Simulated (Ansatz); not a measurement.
SnO (tin(ii) oxide): the vertical electron affinity, rung by rung

SnO: 2 atoms, total charge 0, spin state singlet. SMILES: `[O]=[Sn]`. Geometry: a GFN2-xTB relaxation, a rough one for these elements and not checked as a minimum.

```xyz
2

O     0.0000    0.0000    0.0000
Sn    0.0000    0.0000    1.8036
```

Each level gives the vertical electron affinity (to the doublet anion) (eV). The values are calculated.

The electron affinity is E(neutral) − E(anion): positive where the electron is bound.

```tsv
level	kind	program	value (eV)	CPU time (all runs)
BLYP/STO-3G	GGA	Ansatz	-5.65	4.8 s
BHLYP/STO-3G	global hybrid	Ansatz	-5.23	7.4 s
PBE0/STO-3G	global hybrid	Ansatz	-5.24	4.4 s
CAM-B3LYP/STO-3G	range-separated hybrid	Ansatz	-5.23	5 s
B2PLYP/STO-3G	double hybrid	Ansatz	-6.57	8.9 s
CCSD/STO-3G	coupled cluster or CI	Ansatz	?	5.7 s
CCSDT(Q)/STO-3G	coupled cluster or CI	Ansatz	-6.72	9 s
CCSDT/STO-3G	coupled cluster or CI	Ansatz	?	6.5 s
FCI/STO-3G	exact in the basis	Ansatz	-6.79	7 s
```

Q: Estimate the missing values from the other rows.

A: As computed at these levels: CCSD/STO-3G: -6.21 eV; CCSDT/STO-3G: -6.82 eV. All-electron rows without a relativistic Hamiltonian named are non-relativistic. Spin-orbit coupling, which can split open shells on such heavy atoms by tenths of an eV, is left out. The values span -6.82 to -5.23 eV. Spin contamination of the reference (⟨S²⟩ at least 0.1 too high) touches BHLYP/STO-3G, B2PLYP/STO-3G, CCSD/STO-3G, CCSDT(Q)/STO-3G, CCSDT/STO-3G. All rows use very small basis sets, so even the best lies far from the true value. In the correlated wave-function rows the outer d shell of Sn is correlated, in sets not made for it. Negative values mean that the anion is unbound at that level; they are set by how diffuse the basis is and aren't properties of the molecule. Times are those of the runs behind each value, whatever else they computed, on shared processors of several kinds: orders of magnitude only.
